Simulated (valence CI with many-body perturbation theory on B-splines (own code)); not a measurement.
The numbers below are computed, except where a source is named.
# Hyperfine factors and g values of Sr32+

Level of theory: valence CI with perturbative core correlation (CI+MBPT): four valence electrons over a frozen Dirac-Fock core [He], radial functions for each j: 11 s, 11 p, 10 d, 8 f, 5 g, 2 h, with the one-electron correlation potential Σ1, the two-electron term Σ2, the three-electron term Σ3, Breit, model QED; selected CI, second order for the rest, scaled by the run's own slope (own B-spline code, finite nucleus).

No measured spectrum was set against this ion. As an estimate, large intervals hold to a few tenths of a per cent, small ones and those within an open d or f shell to about a per cent. Among the levels kept, up to 1100 cm⁻¹ of a level comes from second order outside the variational space, and about a tenth of that is noise between levels of different J, which matters for small intervals.

A/g_I is the dipole constant over the nuclear g factor μ/I (μ in nuclear magnetons, uniformly magnetised nucleus), B/Q the quadrupole constant per barn. Both hold the static response of the core; the bare values leave it out. Large factors of s and p1/2 electrons are usually good to 5 to 10 %; those of open d and f shells near neutrality can be off by tens of per cent, and small factors of p3/2, d and f electrons come from cancelling terms and can be off by a factor of two or in sign, in half-filled shells by more. B is blank for J = 1/2, where it vanishes, and for nearly pure S terms. Energies count from the lowest level. Levels with J = 0 are left out.

Levels are named by their leading jj configuration (3d3/2^4 stands for four electrons in 3d with j = 3/2), which in mixed levels can hold well under half, so a name can repeat and another be missing. Letters in brackets count levels of one name in rising energy.

```
                     Level  E (Ry)      g  A/g_I (MHz)  A/g_I bare  B/Q (MHz/b)  B/Q bare
    (2s^2 2p1/2 2p3/2) J=1    4.71  1.493       -17700      -11800        91300     91600
    (2s^2 2p1/2 2p3/2) J=2    5.51  1.223       206000      208000       107000    108000
        (2s^2 2p3/2^2) J=2   10.79  1.260       106000      109000        74300     74500
    (2s 2p1/2^2 2p3/2) J=2   12.53  1.794       469000      470000        77600     77800
    (2s 2p1/2^2 2p3/2) J=1   15.87  0.930      -254000     -244000       157000    157000
(2s 2p1/2 2p3/2^2) J=2 [a]   17.67  1.400       377000      375000       187000    187000
    (2s 2p1/2 2p3/2^2) J=3   19.07  1.324       451000      448000         -332      -349
(2s 2p1/2 2p3/2^2) J=1 [a]   21.24  1.271       204000      206000      -164000   -164000
(2s 2p1/2 2p3/2^2) J=2 [b]   21.88  1.170        69800       75500      -139000   -139000
(2s 2p1/2 2p3/2^2) J=1 [b]   22.55  1.516       383000      384000        37800     37900
          (2s 2p3/2^3) J=2   26.06  1.270       475000      470000      -128000   -128000
          (2s 2p3/2^3) J=1   28.66  1.250      -257000     -243000       -29600    -29700
     (2p1/2^2 2p3/2^2) J=2   31.35  1.375        86100       93600        56400     56600
       (2p1/2 2p3/2^3) J=1   36.47  1.493       -27700      -17300       -89700    -89900
       (2p1/2 2p3/2^3) J=2   37.41  1.107       213000      215000      -237000   -238000
       (2s^2 2p1/2 3s) J=1  167.50  1.343       531000      525000       -10200    -10200
    (2s^2 2p1/2 3p1/2) J=1  170.00  0.666       364000      361000        -2200     -2210
    (2s^2 2p1/2 3p3/2) J=1  171.97  1.478       -47300      -45800        26000     26000
    (2s^2 2p1/2 3p3/2) J=2  172.14  1.172       163000      163000        42500     42600
       (2s^2 2p3/2 3s) J=2  172.99  1.492       197000      198000       184000    185000
       (2s^2 2p3/2 3s) J=1  173.32  1.140         3750       10000       103000    103000
    (2s^2 2p1/2 3d3/2) J=2  174.49  0.756       155000      153000        16000     16200
       (2s 2p1/2^2 3s) J=1  174.63  2.248       939000      928000        -8040     -8070
    (2s^2 2p1/2 3d3/2) J=1  175.42  0.814       -99800      -99100         1970      2030
    (2s^2 2p1/2 3d5/2) J=2  175.48  1.270       -79000      -78300         2890      3020
    (2s^2 2p1/2 3d5/2) J=3  175.53  1.114        98500       97700          439       604
    (2s^2 2p3/2 3p1/2) J=1  176.13  1.399        93300       98000        87100     87400
    (2s^2 2p3/2 3p1/2) J=2  176.33  1.225       120000      122000       152000    152000
    (2s^2 2p3/2 3p3/2) J=3  177.23  1.331        78700       81000       238000    239000
    (2s^2 2p3/2 3p3/2) J=1  177.29  1.464        72600       75500       -85000    -85200
    (2s 2p1/2^2 3p1/2) J=1  177.39  1.598       778000      768000        -6150     -6150
```

Task: Take the isotope of mass number 87, with I = 9/2, μ = -1.09316 μN and Q = 0.305 b. What is the hyperfine structure of (2s 2p1/2 2p3/2^2) J=1 [a]?

Result: From the table A = -49500 MHz, B = -49900 MHz. Shifts from the centre of gravity in MHz: F = 7/2: 249000, F = 9/2: 82800, F = 11/2: -235000.
